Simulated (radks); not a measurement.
Results of a calculation; reference values are marked as such.
Fractional charge and spin in the 2p shell of aluminium: the spin-up occupation runs from 2 to 3 and the spin-down occupation from 2 to 3; the fullest corner is Al2+, [He] 2s2 3s(up 0.5, down 0.5) 2p(up 3, down 3). Level of theory: non-relativistic Kohn-Sham, BLYP, spin-polarised, spherical densities, point nucleus (a radial shooting solver on a logarithmic mesh with Libxc functionals). Energy (eV) above the fullest corner. The planes named below are the two flat planes that join the four corners, with an edge along up + down = one added electron.

down \ up,2,2.25,2.5,2.75,3
2,246.755,208.207,171.838,137.613,105.491
2.25,208.207,172.052,138.025,106.089,76.203
2.5,171.838,138.025,106.289,76.589,48.887
2.75,137.613,106.089,76.589,49.073,23.500
3,105.491,76.203,48.887,23.500,0.000

Corners above the fullest one (they belong to Al3+ and the next ion): (up 3, down 2) 105.49 eV, (up 2, down 3) 105.49 eV, (up 2, down 2) 246.75 eV. With half an added electron in each spin the energy lies 0.798 eV from the planes, and with half an added electron in spin up alone -4.284 eV. The planes are only a guide here: the flat-plane condition holds for ground states with one frontier orbital, while this shell lies below other occupied shells, so the corners above the fullest one are inner-hole states and not the ground states of those ions.
